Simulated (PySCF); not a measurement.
## Working with the constants of ZnCl

PBE0 constants of ZnCl, ²Σ⁺ (doublet), unpaired electrons σ ↑ (basis Zn cc-pVDZ-PP with ECP10, Cl cc-pV(D+d)Z; scalar-relativistic core potentials; PySCF 2.14; masses 63.9291 and 34.9689 u):

| Item | Value |
| --- | --- |
| ωe | 384.8 cm⁻¹ |
| ωexe | 1.76 cm⁻¹ |
| Be | 0.16254 cm⁻¹ |
| αe | 0.000980 cm⁻¹ |
| D (centrifugal) | 1.16e-07 cm⁻¹ |
| De to Zn + Cl | 2.26 eV |

(1) Give the vibrational terms G(v) and spacings up to v = 6.

(2) How well does the Morse estimate ωe²/(4ωexe) reproduce De, and what is D0?

The state was picked by a PBE0 search and need not be the measured ground state.

## Answers

(1) G(v) = ωe(v+½) − ωexe(v+½)².

```tsv
v	G(v) (cm⁻¹)	G(v) − G(v−1)	Bv (cm⁻¹)
0	192.0		0.1620
1	573.2	381.3	0.1611
2	951.0	377.8	0.1601
3	1325.2	374.2	0.1591
4	1696.0	370.7	0.1581
5	2063.2	367.2	0.1571
6	2426.8	363.7	0.1562
```

(2) It gives 2.61 eV, 115 % of the computed De. D0 = De − G(0) = 2.26 − 0.02 = 2.24 eV.
